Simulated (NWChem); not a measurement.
System: C$_{2}$H$_{4}$BFO$_{2}$; SMILES OB(C(F)=C)O

Here is an NWChem input.

```
start job
memory heap 200 mb stack 900 mb global 1100 mb
geometry units angstroms noautoz
  C     -1.247839    -1.498239     0.000000
  C     -0.129357    -0.776023     0.000000
  F      1.073138    -1.405234     0.000000
  B      0.009090     0.792404     0.000000
  O     -1.108695     1.556280     0.000000
  O      1.243115     1.359740     0.000000
  H     -1.227746    -2.591008     0.000000
  H     -2.208007    -0.980472     0.000000
  H     -0.899315     2.496856     0.000000
  H      1.934215     0.686885     0.000000
end
basis spherical
  C library 6-31g*
  F library 6-31g*
  B library 6-31g*
  O library 6-31g*
  H library 6-31g*
end
dft
  xc pbe0
  iterations 150
  mulliken
end
task dft energy
```

The geometry was optimised at PBE0/def2-SVP.

### Question
Predict the main results of this run. (PBE0/6-31G* (spherical d).) Quantities: energy (Ha); highest occupied level (eV); orbital gap (eV); dipole (D).

### Answer
```json
{
  "energy (Ha)": "-353.45",
  "highest occupied level (eV)": "-7.34",
  "orbital gap (eV)": "7.04",
  "dipole (D)": "0.55"
}
```
